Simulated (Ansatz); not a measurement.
C$_{5}$H$_{14}$BrNSn (`C[CH2][Sn]([CH3])([Br])[N](C)C`), 22 atoms. Charge 0, multiplicity 1. Correlated methods include outer-core shells of Br, Sn, which these sets cover unevenly. Scalar relativity is left out up to krypton. Sn: def2 effective core potential. All runs use 6 threads of an AMD EPYC 7R13 on a shared host and a share of an NVIDIA H100 80 GB. Correlated methods freeze the cores.

Problem. How many basis functions does each run have, and how long does it take in Ansatz? RHF-CCSD(T)/def2-TZVPP energy; direct RPA on PBE orbitals/def2-TZVPP energy; RKS PBE0-D4/def2-QZVPP energy; RHF-MP2/def2-QZVPP energy; RKS ωB97M-V/def2-SVP energy; RKS revPBE-D4/def2-TZVPP energy; RKS ωB97M-V/def2-QZVPP energy; RKS ωB97X-V/def2-TZVPP energy; RKS PBE0-D4/def2-TZVP relaxation (19 steps); RHF-CCSD(T)/def2-SVP energy; RKS B97M-V/def2-TZVPP energy; RKS PBE-QIDH (frozen core)/def2-TZVPP energy. (Estimate.)

Solution. Computed: Other jobs shared the machine, so times are rough.

```tsv
level	job	functions	wall time	peak host memory (GiB)
RKS PBE0-D4/def2-QZVPP	energy	933	3.6 s	1.5
RKS ωB97M-V/def2-SVP	energy	212	4.6 s	0.99
RHF-CCSD(T)/def2-SVP	energy	212	6 s	0.84
RKS revPBE-D4/def2-TZVPP	energy	480	6 s	1.1
RKS ωB97X-V/def2-TZVPP	energy	480	7 s	1.2
RKS B97M-V/def2-TZVPP	energy	480	7.5 s	1.2
RHF-MP2/def2-QZVPP	energy	933	10 s	1.6
RKS ωB97M-V/def2-QZVPP	energy	933	12 s	1.7
direct RPA on PBE orbitals/def2-TZVPP	energy	480	13 s	2.6
RKS PBE-QIDH (frozen core)/def2-TZVPP	energy	480	14 s	2.6
RKS PBE0-D4/def2-TZVP	relaxation (19 steps)	368	29 s	1.1
RHF-CCSD(T)/def2-TZVPP	energy	480	42 s	2.4
```
